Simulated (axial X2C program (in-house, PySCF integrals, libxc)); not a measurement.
**Spin–orbit effects down a group: molecules with Si (ions), HF**

Computed with an axial X2C code built on PySCF integrals, spin-free (one-electron X2C) or two-component (2c: spin–orbit coupling with atomic mean-field Coulomb and Gaunt terms, which also bring small scalar terms), in Dyall basis sets with cores contracted in-house; open shells are unrestricted.

Basis sets: Br dyall-cv3z, Cl dyall-av3z, F dyall-av3z, I dyall-cv3z, Si dyall-v3z.

```csv
molecule,spin-free state,Re (Å),ωe (cm⁻¹),De (eV),2c state,Re 2c (Å),ωe 2c (cm⁻¹),De 2c (eV)
SiF⁺,"M_S = 0, Λ = 0",1.521,1096.3,4.79,Ω = 0,1.521,1096.3,4.78
SiCl⁺,"M_S = 0, Λ = 0",1.954,690.4,3.61,Ω = 0,1.954,690.2,3.55
SiBr⁺,"M_S = 0, Λ = 0",2.103,547.3,3.14,Ω = 0,2.104,546.4,2.98
SiI⁺,"M_S = 0, Λ = 0",2.320,463.3,2.61,Ω = 0,2.324,459.7,2.33
```

(1) Work out the shifts from the spin-free to the two-component result.

Fragments in 2c: Si+ + F, Cl + Si+, Br + Si+, I + Si+. Each entry is the lowest single determinant of a limited PBE0 search at one distance. De goes to single-determinant-based atoms at the same level (for ions the charge split of lowest energy) and is withheld (n/a) where an atom does not fit its ground term or J level. Main or longest-lived isotopes. Some light 2c atoms are not at their ground J level, so De misses part of their lowering (0.04 eV or less).

## Answers

(1) 

```tsv
molecule	2c state	ΔRe (Å)	Δωe (cm⁻¹)	ΔDe (eV)
SiF⁺	Ω = 0	0.000	0.0	-0.01
SiCl⁺	Ω = 0	0.000	-0.2	-0.06
SiBr⁺	Ω = 0	0.001	-0.9	-0.16
SiI⁺	Ω = 0	0.004	-3.6	-0.28
```

Shifts of one unit in the last digit are rounding.
